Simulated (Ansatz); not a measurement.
Computed with Ansatz on PBE0-D4/def2-TZVP structures; ΔE is electronic, products minus reactants. CCSD(T)/CBS adds triple-zeta CCSD(T) − MP2 to the extrapolated MP2 energy (def2 sets, frozen cores). This one scheme is used for every species. DFT in def2-TZVPP. One conformer a species, not always the lowest.

Consider the hydrogenolysis of the Al–N bond: `F[SiH2][AlH][NH][SiH3]` + H₂ → `F[SiH2][AlH2]` + `N[SiH3]`.

CCSD(T)/CBS gives +95.6 kJ/mol.

Problem. Another level gave +95.1 kJ/mol. Which?
A. PBE/def2-TZVPP
B. r2SCAN/def2-TZVPP
C. CCSD/def2-TZVPP
D. HF/def2-TZVPP

Solution. B. r2SCAN 95.1, CCSD/def2-TZVPP 88.8, PBE 83.7, HF/def2-TZVPP 67.3 kJ/mol.

Largest T1 diagnostic among the species: 0.012.

The D4 term adds +14.0 kJ/mol with B3LYP and +8.0 kJ/mol with PBE0; it sums over pairs of atoms, weighted by their polarisabilities, and B3LYP, whose exchange is more repulsive, gets the larger term. In def2-TZVPP, CCSD(T) changes the Hartree–Fock value by +27.3 kJ/mol (the triples alone add +5.8 kJ/mol) and MP2 by +34.9 kJ/mol.

B3LYP here is the variant with VWN-RPA as its local correlation; programs differ in this.
